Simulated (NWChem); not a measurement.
# 1,5-cyclooctadiene (C₈H₁₂); SMILES C1=CCCC=CCC1

```xyz
20

C     -0.6692    -1.7294     0.1335
C      0.6693    -1.7294     0.1335
C      1.5737    -0.6573    -0.4108
C      1.5737     0.6573     0.4108
C      0.6693     1.7294    -0.1335
C     -0.6692     1.7294    -0.1335
C     -1.5738     0.6573     0.4108
C     -1.5738    -0.6573    -0.4108
H     -1.1664    -2.5889     0.5985
H      1.1665    -2.5888     0.5985
H      1.3013    -0.4213    -1.4546
H      2.5994    -1.0544    -0.4470
H      2.5994     1.0544     0.4470
H      1.3013     0.4213     1.4546
H      1.1665     2.5888    -0.5985
H     -1.1664     2.5889    -0.5986
H     -1.3013     0.4212     1.4546
H     -2.5996     1.0545     0.4470
H     -1.3013    -0.4212    -1.4546
H     -2.5996    -1.0545    -0.4470
```
Atoms are numbered in this order, from 1.

All runs: NWChem. Medium grid unless said otherwise, to which SCAN and Minnesota functionals are sensitive. Coordinates come from a PBE0/def2-SVP optimisation. No frequency run checked for a minimum. B3LYP is NWChem's, with the RPA form of VWN correlation. Total energies of different functionals are on different scales.

```
level                                                               energy (Ha)  highest occupied level (eV)  orbital gap (eV)
------------------------------------------------------------------  -----------  ---------------------------  ----------------
B3LYP/def2-SVP                                                        -311.8043                        -6.40              6.52
PBE/def2-SVP                                                          -311.3698                        -5.52              4.79
N12/def2-SVP                                                          -311.7936                        -5.32              4.80
BLYP/def2-SVP                                                         -311.6132                        -5.34              4.80
OLYP/def2-SVP                                                         -311.6652                        -5.36              4.83
BHandHLYP/def2-SVP                                                    -311.5981                        -7.60              9.10
KT2/def2-SVP                                                          -317.3420                        -5.55              4.81
M06-2X/def2-SVP                                                       -311.6404                        -7.80              9.01
B3PW91/def2-SVP                                                       -311.6938                        -6.46              6.51
LC-wPBE (HJS exchange hole, range parameter 0.4 per bohr)/def2-SVP    -311.5768                            …                 …
B97-D/def2-SVP                                                        -311.5797                        -5.46              4.84
```

Task: Some entries are withheld; supply them.

Result: 
- LC-wPBE (HJS exchange hole, range parameter 0.4 per bohr)/def2-SVP, highest occupied level (eV): -9.34
- LC-wPBE (HJS exchange hole, range parameter 0.4 per bohr)/def2-SVP, orbital gap (eV): 11.98
